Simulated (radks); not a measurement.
Values are calculated unless marked as measured or tabulated.
Initial-state core-level shifts of the lead ion Pb2+ when its valence configuration changes from [Hg]. Level of theory: Dirac Kohn-Sham, PBEsol, spin-unpolarised, spherical densities, finite nucleus; open shells fill j = l - 1/2 first; Fermi nuclear charge, rms radius 5.5012 fm (a radial shooting solver on a logarithmic mesh with Libxc functionals). Shifts are changes of the shell-averaged eigenvalues in eV (positive: less bound); the change of the density at the nucleus, which sets a Mossbauer isomer shift, is in e/bohr^3, on a base of 2.733e+06.

valence                          1s       2s       3s       5p  density at nucleus
[Xe] 4f14 5d9 6s2 6p1        -5.681   -5.928   -5.858   -5.105               +90.0
[Xe] 4f12 5d9 6s2 6p3       -47.593  -51.247  -55.678  -23.594              +755.0
[Xe] 4f13 5d10 6s2 6p1      -19.957  -21.591  -23.836   -8.757              +319.7
[Xe] 4f14 5d10 6s1 6p1       -1.291   -1.275   -1.290   -1.268              -274.1
[Xe] 4f12 5d10 6s1 6p3      -42.670  -45.992  -50.562  -19.524              +310.9
[Xe] 4f12 5d9 6s1 6p4       -49.524  -53.118  -57.559  -25.398              +377.9
[Xe] 4f11 5d10 6s1 6p4      -64.903  -70.029  -76.967  -29.181              +618.3
[Xe] 4f14 5d10 6s1.5 6p0.5   -0.650   -0.642   -0.649   -0.638              -135.8
[Xe] 4f14 5d9.5 6s2 6p0.5    -2.832   -2.952   -2.919   -2.558               +44.0
